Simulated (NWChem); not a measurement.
# SiH3SF; SMILES F[SiH2]S

```xyz
6

Si    -0.6439     0.5765    -0.0969
F      0.7289     1.3390     0.3165
S     -0.3241    -1.4960    -0.4493
H     -1.5978     0.7892     1.0225
H     -1.1231     1.1342    -1.3861
H     -0.1824    -1.8119     0.8571
```
Atoms are numbered in this order, from 1.

Geometry: optimised at PBE0/def2-SVP.

 Unshifted, non-relativistic core excitations; the lowest 4 roots alone, so stronger bands may lie above.

Q: List the first Si K-edge excitations from PBE0/def2-TZVP, restricted-window TDA (NWChem).

A: 
```csv
state,energy (eV),dipole oscillator strength,leading excitation (squared amplitude)
S1,1801.9,0.0035,1s of atom 1 or its equivalents → LUMO+1 (0.86)
S2,1802.4,0.0036,1s of atom 1 or its equivalents → LUMO+2 (0.89)
S3,1802.5,0.0006,1s of atom 1 or its equivalents → LUMO (0.76)
S4,1803.5,0.0020,1s of atom 1 or its equivalents → LUMO+3 (0.97)
```
